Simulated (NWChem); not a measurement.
System: CH4F2OSi; SMILES O[Si@@H](F)CF

Input file for NWChem:

```
start job
memory heap 200 mb stack 900 mb global 1100 mb
geometry units angstroms noautosym nocenter noautoz
  O      1.632544     0.581741     0.001871
  Si     0.049633     0.443996     0.428248
  F     -0.838233     1.615675    -0.267752
  C     -0.742033    -1.153618    -0.187677
  F     -0.058318    -2.244862     0.308619
  H      1.890347     0.380687    -0.902194
  H     -0.003355     0.606049     1.896499
  H     -1.800020    -1.209763     0.127897
  H     -0.742929    -1.193129    -1.293305
end
basis spherical
  * library pcsseg-1
end
dft
  xc xpbe96 cpbe96
  iterations 150
end
property
  shielding
end
task dft property
```

Output (shortened):

```
             Northwest Computational Chemistry Package (NWChem) 7.3.0
             --------------------------------------------------------

                             Geometry "geometry" -> ""
                             -------------------------

 Output coordinates in angstroms (scale by  1.889725989 to convert to a.u.)

  No.       Tag          Charge          X              Y              Z
 ---- ---------------- ---------- -------------- -------------- --------------
    1 O                    8.0000     1.63254400     0.58174100     0.00187100
    2 Si                  14.0000     0.04963300     0.44399600     0.42824800
    3 F                    9.0000    -0.83823300     1.61567500    -0.26775200
    4 C                    6.0000    -0.74203300    -1.15361800    -0.18767700
    5 F                    9.0000    -0.05831800    -2.24486200     0.30861900
    6 H                    1.0000     1.89034700     0.38068700    -0.90219400
    7 H                    1.0000    -0.00335500     0.60604900     1.89649900
    8 H                    1.0000    -1.80002000    -1.20976300     0.12789700
    9 H                    1.0000    -0.74292900    -1.19312900    -1.29330500

 Effective nuclear repulsion energy (a.u.)     247.1651370000

  pbe96 is a nonlocal functional; adding pw91lda local functional.
                              NWChem Property Module
                              ----------------------

  itol2e modified to match energy
  convergence criterion.

                                 NWChem DFT Module
                                 -----------------

 Summary of "ao basis" -> "ao basis" (spherical)
 ------------------------------------------------------------------------------
       Tag                 Description            Shells   Functions and Types
 ---------------- ------------------------------  ------  ---------------------
 O                          pcsseg-1                 7       17   3s3p1d
 Si                         pcsseg-1                10       24   4s5p1d
 F                          pcsseg-1                 7       17   3s3p1d
 C                          pcsseg-1                 7       17   3s3p1d
 H                          pcsseg-1                 3        5   2s1p

  itol2e modified to match energy
  convergence criterion.

[...]

          -----------------------------------------
          Chemical Shielding Tensors (GIAO, in ppm)
          -----------------------------------------

                                NWChem CPHF Module
                                ------------------

  scftype          =     RHF
  nclosed          =       25
  nopen            =        0
  variables        =     2175
  # of vectors     =        3
  tolerance        = 0.10D-03
  level shift      = 0.00D+00
  max iterations   =       50
  max subspace     =       30

 SCF residual:    4.4737792780553413E-005

Iterative solution of linear equations
  No. of variables     2175
  No. of equations        3
  Maximum subspace       30
        Iterations       50
       Convergence  1.0D-04

   iter   nsub   residual    time
   ----  ------  --------  ---------
     1      3    9.97D-06      52.9

      Atom:    1  O
        Diamagnetic
    401.3093      1.6955    -12.3048
      1.6955    375.2388      2.8045
    -12.3048      2.8045    391.2256

        Paramagnetic
   -121.1480     -4.3742     -4.2143
     -4.3742   -106.3797    -33.9766
     -4.2143    -33.9766   -135.5748

        Total Shielding Tensor
    280.1613     -2.6787    -16.5190
     -2.6787    268.8590    -31.1721
    -16.5190    -31.1721    255.6508

           isotropic =     268.2237
          anisotropy =      45.5966

          Principal Components and Axis System
                 1           2           3
              298.6214    279.6563    226.3935

      1         0.4736      0.8399      0.2653
      2         0.6163     -0.5312      0.5814
      3        -0.6292      0.1118      0.7692

      Atom:    2  Si
        Diamagnetic
    882.1916     -0.9963      0.5077
     -0.9963    883.1463     -1.0693
      0.5077     -1.0693    876.7419

        Paramagnetic
   -529.6735     11.9439    -16.5871
     11.9439   -540.0511      3.7224
    -16.5871      3.7224   -518.4803

        Total Shielding Tensor
    352.5181     10.9476    -16.0794
     10.9476    343.0952      2.6531
    -16.0794      2.6531    358.2616

           isotropic =     351.2916
          anisotropy =      32.0577

          Principal Components and Axis System
                 1           2           3
              372.6635    350.6807    330.5307

      1         0.6724      0.3817     -0.6341
      2         0.1847      0.7431      0.6432
      3        -0.7167      0.5496     -0.4292

      Atom:    3  F
        Diamagnetic
    473.0935    -10.5979      5.7925
    -10.5979    480.2027     -8.3691
      5.7925     -8.3691    466.9933

        Paramagnetic
   -110.8906    -20.6747    -19.2885
    -20.6747   -176.9628    -32.7211
    -19.2885    -32.7211   -185.3730

        Total Shielding Tensor
    362.2029    -31.2726    -13.4960
    -31.2726    303.2399    -41.0902
    -13.4960    -41.0902    281.6202

           isotropic =     315.6877
          anisotropy =      90.3302

          Principal Components and Axis System
                 1           2           3
              375.9078    328.8012    242.3541

      1         0.9059      0.3442      0.2466
      2        -0.4201      0.6571      0.6260
      3         0.0534     -0.6707      0.7398

      Atom:    4  C
        Diamagnetic
    248.1175     -3.6920      2.8060
     -3.6920    258.8819     -3.1123
      2.8060     -3.1123    245.4348

        Paramagnetic
   -160.4661    -31.3846     16.6271
    -31.3846   -117.7261    -22.4575
     16.6271    -22.4575   -170.8382

[...]
```

Level: PBE/pcSseg-1, GIAO. Geometry: optimised at PBE0/def2-SVP. The printed shielding anisotropy is the first printed principal value minus the mean of the other two.
